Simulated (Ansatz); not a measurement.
Geometry optimisation, RKS LDA/def2-mTZVP in Ansatz 0.2.0.

The input (input.yaml):

```yaml
crystal:
  periodic: [false, false, false]
  atoms:
    - { symbol: B, position_ang: [0.0, 0.0, 0.0] }
    - { symbol: "N", position_ang: [0.0, 0.0, 1.9] }
    - { symbol: H, position_ang: [-0.877, -0.2713, 2.43] }
    - { symbol: H, position_ang: [0.877, 0.2713, 2.43] }
    - { symbol: F, position_ang: [1.1431, 0.0, -0.66] }
    - { symbol: F, position_ang: [-1.1431, 0.0, -0.66] }
    - { symbol: Si, position_ang: [-0.2814, 2.1166, 0.7095] }
    - { symbol: H, position_ang: [-1.6383, 2.5579, 0.4002] }
    - { symbol: H, position_ang: [-0.0669, 2.1796, 2.1523] }
    - { symbol: H, position_ang: [0.6781, 2.9876, 0.037] }
    - { symbol: H, position_ang: [-0.1504, 1.1313, 1.7779] }
basis:
  gaussian: { orbitals: def2-mTZVP }
hamiltonian:
  xc: lda
relax:
  f_tol: 0.15
  max_steps: 25
  restrain:
    - { distance: [0, 6], at: 3.15, k: 30.0 }
    - { distance: [10, 1], at: 2.26, k: 30.0 }
    - { distance: [0, 1], at: 1.55, k: 30.0 }
    - { distance: [10, 6], at: 1.46, k: 30.0 }
```

Command:

```bash
$ ansatz run input.yaml --threads 4 --pin off --max-ram 5120MiB --backend cpu --events-out ev --progress --plain --runs-dir out
```

Task: Where does it end, and by what steps?

Result: It converged. The restraints hold the end off the free minimum; the threshold counts their pulls, which the force column leaves out. Restrained pairs: B1–Si7 (2.25 → 3.16 Å), N2–H11 (1.15 → 2.27 Å), B1–N2 (1.90 → 1.47 Å), Si7–H11 (1.46 → 1.48 Å). After 10 steps the energy has fallen by 5.564 eV (the restraints' own energy left out); H9 moved furthest, 1.48 Å.

```json
{"step": "0", "energy less start (eV)": "0.0000", "largest force component (eV/Å)": "5.996", "accepted": "yes"}
{"step": "1", "energy less start (eV)": "0.2072", "largest force component (eV/Å)": "4.200", "accepted": "yes"}
{"step": "2", "energy less start (eV)": "0.0487", "largest force component (eV/Å)": "2.848", "accepted": "yes"}
{"step": "3", "energy less start (eV)": "-1.0831", "largest force component (eV/Å)": "3.228", "accepted": "yes"}
{"step": "4", "energy less start (eV)": "-2.7700", "largest force component (eV/Å)": "2.145", "accepted": "yes"}
{"step": "5", "energy less start (eV)": "-3.5926", "largest force component (eV/Å)": "2.253", "accepted": "yes"}
{"step": "6", "energy less start (eV)": "-4.3000", "largest force component (eV/Å)": "2.053", "accepted": "yes"}
{"step": "7", "energy less start (eV)": "-4.8937", "largest force component (eV/Å)": "2.124", "accepted": "yes"}
{"step": "8", "energy less start (eV)": "-5.2898", "largest force component (eV/Å)": "2.031", "accepted": "yes"}
{"step": "9", "energy less start (eV)": "-5.4952", "largest force component (eV/Å)": "2.073", "accepted": "yes"}
{"step": "10", "energy less start (eV)": "-5.5645", "largest force component (eV/Å)": "2.289", "accepted": "yes"}
```

```xyz
11
Properties=species:S:1:pos:R:3
B 0.042 -0.269 0.336
N 0.092 -0.826 1.692
H -0.760 -1.013 2.221
H 0.955 -0.840 2.232
F 1.163 0.058 -0.294
F -1.109 -0.185 -0.320
Si -0.368 2.805 0.921
H -1.739 2.954 0.342
H -0.238 3.654 2.150
H 0.644 3.230 -0.095
H -0.141 1.404 1.331
```

The run took 11 s on 4 threads of Arm Neoverse V1, with other jobs on the host, peak memory 0.16 GiB.
